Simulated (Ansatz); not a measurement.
`B[SiH2]N[SiH2]F` + BH₃ → `B[SiH2]B` + `N[SiH2]F`  (formal exchange of groups at the Si–N bond)

Gas-phase electronic energies from Ansatz, PBE0-D4/def2-TZVP geometries. CBS: MP2 limit from def2 TZ/QZ plus the TZ coupled-cluster correction, frozen cores. This one scheme is used for every species. DFT in def2-TZVPP. B3LYP here is the variant with VWN-RPA as its local correlation; programs differ in this. HSE06 is defined as in plane-wave codes. One conformer a species, not always the lowest.

`B[SiH2]N[SiH2]F`:

Cartesian coordinates in Å:
```
B 1.026 -1.318 0.393
Si -0.729 -0.580 1.079
N -0.974 0.821 0.044
Si 0.180 1.180 -1.140
F 0.962 -0.245 -1.347
H 1.094 -2.395 -0.118
H 2.045 -0.811 0.763
H -0.680 -0.172 2.514
H -1.915 -1.475 0.947
H -1.855 1.310 0.057
H 1.259 2.115 -0.752
H -0.413 1.572 -2.439
```

BH₃:

Cartesian coordinates in Å:
```
B 0.000 0.000 0.000
H 0.017 0.809 -0.877
H 1.019 -0.330 0.527
H -1.036 -0.478 0.350
```

`B[SiH2]B`:

```xyz
9

B    -0.464    0.078   -1.538
Si    0.256   -0.797    0.120
B     0.203    0.739    1.414
H    -1.640    0.115   -1.750
H     0.265    0.631   -2.307
H     1.645   -1.298   -0.081
H    -0.614   -1.921    0.569
H    -0.780    0.967    2.054
H     1.129    1.487    1.518
```

`N[SiH2]F`:

Cartesian coordinates in Å:
```
N -0.130 0.909 -0.504
Si -0.037 -0.577 0.306
F 1.448 -1.022 0.720
H -0.062 1.787 -0.016
H 0.111 1.002 -1.477
H -0.536 -1.633 -0.602
H -0.793 -0.465 1.573
```

```tsv
level	ΔE (kJ/mol)	difference from CCSD(T)/CBS
LDA (SPW92)	45.3	-8.7
revPBE-D4	39.0	-15.0
PBE0-D4	43.8	-10.2
B3LYP-D4	52.3	-1.7
HSE06-D4	43.1	-10.9
PBE	28.6	-25.4
r2SCAN	45.8	-8.2
r2SCANh	47.4	-6.6
CCSD(T)/def2-SVP	59.4	5.4
CCSD/CBS(def2)	52.7	-1.3
CCSD(T)/CBS	54.0	0
```

Largest T1 diagnostic among the species: 0.015.

Leaving LDA and LC-ωPBE aside and taking each functional with its dispersion term where it has one, the values, not all of them listed here, spread over 25.7 kJ/mol, from PBE-D4 to BHLYP-D4. LDA lies +16.7 kJ/mol from PBE without D4. At CCSD(T), def2-SVP lies +5.4 kJ/mol from the extrapolated value and def2-TZVPP +0.5 kJ/mol.
